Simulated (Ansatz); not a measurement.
The cluster Sr4S5⁻. Total charge -1; doublet. Geometry r2SCAN-D4/def2-SVP.

```xyz
9

Sr    1.768   -0.868    1.825
Sr   -1.947    0.871    2.219
Sr   -1.021    0.588   -1.720
Sr    2.811   -1.293   -2.325
S     3.744   -1.848    0.159
S    -0.005   -0.138    3.812
S    -2.586    2.448   -0.110
S    -3.486    0.452   -0.180
S     0.723   -0.212   -3.679
```

In the def2 sets Sr takes a core potential; there is no spin–orbit coupling. Another isomer (doublet) lies 2.66 eV lower at PBE0-D4/def2-TZVPD; other spin states weren't run for this one.

(1) Estimate the α-spin orbital energies around the gap (eV) in Ansatz with PBE-D4/def2-TZVPD, r2SCAN-D4/def2-TZVPD, PBE0-D4/def2-TZVPD.

## Answers

(1) 
```tsv
orbital	PBE-D4/def2-TZVPD	r2SCAN-D4/def2-TZVPD	PBE0-D4/def2-TZVPD
HOMO−5	-1.77	-1.91	-2.73
HOMO−4	-1.71	-1.84	-2.69
HOMO−3	-1.68	-1.82	-2.63
HOMO−2	-1.58	-1.71	-2.50
HOMO−1	-1.51	-1.64	-2.48
HOMO	-0.56	-0.59	-1.09
LUMO	0.46	0.87	0.99
LUMO+1	0.89	1.10	1.43
LUMO+2	0.91	1.32	1.60
LUMO+3	1.28	1.53	1.85
LUMO+4	1.35	1.67	2.04
LUMO+5	1.52	1.86	2.10
β HOMO	-1.48	-1.60	-2.43
β LUMO	0.04	0.43	0.65
```
